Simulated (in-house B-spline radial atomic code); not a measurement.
How numerical settings move a run on Kr2+, [Ar] 3d10 4s2 4p4. Computed with a B-spline radial code for spherical atoms: scalar-relativistic (X2C) PBE0, spin-polarised, spherical fractional occupations, Fermi nucleus of rms radius 4.1884 fm.

Command:
```bash
python run_scf.py task.json out
```
Settings of the sound reference run:
```
Z                36
electrons        34
configuration    [Ar] 3d10 4s2 4p4
hamiltonian      x2c
method           pbe0
spin_polarised   True
nucleus          fermi
rms_radius       4.1884
mass_number      84
atomic_mass      83.9115
speed_of_light   137.036
knot_spacing     0.22
spline_order     8
gauss_points     12
box_radius       22.22
max_iterations   70
damping          0.5
damped_steps     3
diis_vectors     10
tolerance        1e-08
start            Thomas-Fermi
```

Time taken, with all properties: 0.22 s on 1 thread of Intel(R) Xeon(R) 6975P-C (shared host).

It converges in 10 iterations to -2788.373797 hartree, with 4p down at -29.3275 eV. The other runs change the listed settings, some to values that make no sense; their results aren't properties of the atom or ion. Radii are in bohr (the nuclear one in fm), a minus after a letter asks for a j subshell, and «unchanged» means within 1e-8 hartree. The run stops when the residual is below 10 × tolerance × max(1, Z/10), or a noise floor if that is larger, and the energy moves by less than 1e-8 × √|E| hartree; so very loose and very tight tolerances often act alike.

```tsv
changed settings	outcome
electrons = 35, configuration = [Ar] 3d10 4s2 4p4 3f1, max_iterations = 60	stopped with error: there is no 3f shell
damped_steps = 8	converged in 13 iterations, energy unchanged, 4p down level +1.4e-06 eV
damped_steps = 0	converged in 8 iterations, energy unchanged, 4p down level -2.0e-06 eV
hamiltonian = dirac, method = hf, spin_polarised = False, speed_of_light = 32.40901	converged in 10 iterations to -3815.2574 hartree, a different physical problem
gauss_points = 8	converged in 10 iterations, energy +6.19e-08 hartree from the reference
damped_steps = 1	converged in 8 iterations, energy unchanged, 4p down level -1.5e-06 eV
gauss_points = 4	converged in 10 iterations, energy +2.76e-07 hartree from the reference
spline_order = 10, box_radius = 88.88, max_iterations = 60, tolerance = 0.0001	converged in 8 iterations, energy +9.43e-07 hartree from the reference, 4p down level -1.3e-04 eV
box_radius = 88.88, first_knot = 2.78e-05, max_iterations = 100, tolerance = 0.01	converged in 8 iterations, energy +8.87e-07 hartree from the reference, 4p down level -1.3e-04 eV
knot_spacing = 1, box_radius = 11.11, max_iterations = 75, tolerance = 1e-13	converged in 10 iterations, energy +1.03e+01 hartree from the reference, 4p down level -1.4e-01 eV (the program warns: 2s up reaches the box edge; 2s down reaches the box edge)
gauss_points = 5	converged in 10 iterations, energy +2.13e-08 hartree from the reference
electrons = 42, configuration = [Ar] 3d10 4s2 4p4 6s2 6p6, max_iterations = 75	converged in 18 iterations to -2787.7141 hartree, a different physical problem (warning: 6s up has a positive eigenvalue: unbound, held by the box)
```

Task: What happens with gauss_points = 16?

Result: Converged in 10 iterations, energy +1.34e-07 hartree from the reference, 4p down level +3.5e-07 eV.

Task: What happens with tolerance = 1e-06?

Result: Converged in 8 iterations, energy unchanged, 4p down level -1.3e-04 eV.

Task: What happens with first_knot = 0.00833, max_iterations = 75, damping = 0, start = bare nucleus?

Result: Converged in 13 iterations, energy -2.32e-03 hartree from the reference, 4p down level +1.7e-06 eV.

Task: What happens with spline_order = 10, box_radius = 88.88, max_iterations = 100, damping = 0, start = bare nucleus?

Result: Converged in 13 iterations, energy +9.42e-07 hartree from the reference, 4p down level -8.8e-06 eV.
